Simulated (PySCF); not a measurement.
Excitations are Tamm–Dancoff values on a coarser integration grid. The basis has no diffuse functions, so Rydberg states are missing or too high.

## C₂H₅F₃Si, SMILES `CC[Si](F)(F)F` (charge 0, multiplicity 1)

Computed with PBE-D3(BJ)/def2-TZVP // PBE-D3(BJ)/def2-SVP in PySCF 2.14.0.

```json
{
 "HOMO": "-8.16 eV",
 "dipole_moment": "2.69 D",
 "HOMO–LUMO gap": "7.90 eV",
 "LUMO": "-0.26 eV",
 "S1 excitation (TDA)": "8.08 eV",
 "S1 oscillator strength": "0.023",
 "brightest of the four lowest singlets (TDA)": "8.76 eV",
 "T1 excitation (TDA)": "7.70 eV",
 "S1–T1 gap (TDA)": "0.38 eV",
 "vertical ionisation energy (Delta-SCF)": "11.37 eV",
 "total_energy": "-668.1045 Ha",
 "cost": "about 110 core-seconds (a rough figure)"
}
```

```xyz
11

C     -1.3500     0.2872    -0.3986
C     -0.2991    -0.1036     0.6539
Si     1.4170    -0.1995    -0.0342
F      1.5211    -1.2934    -1.2282
F      2.5105    -0.6125     1.0891
F      1.8888     1.2205    -0.6620
H     -1.1278     1.2794    -0.8401
H     -1.3802    -0.4466    -1.2289
H     -2.3645     0.3358     0.0445
H     -0.5332    -1.0901     1.1094
H     -0.2827     0.6228     1.4952
```
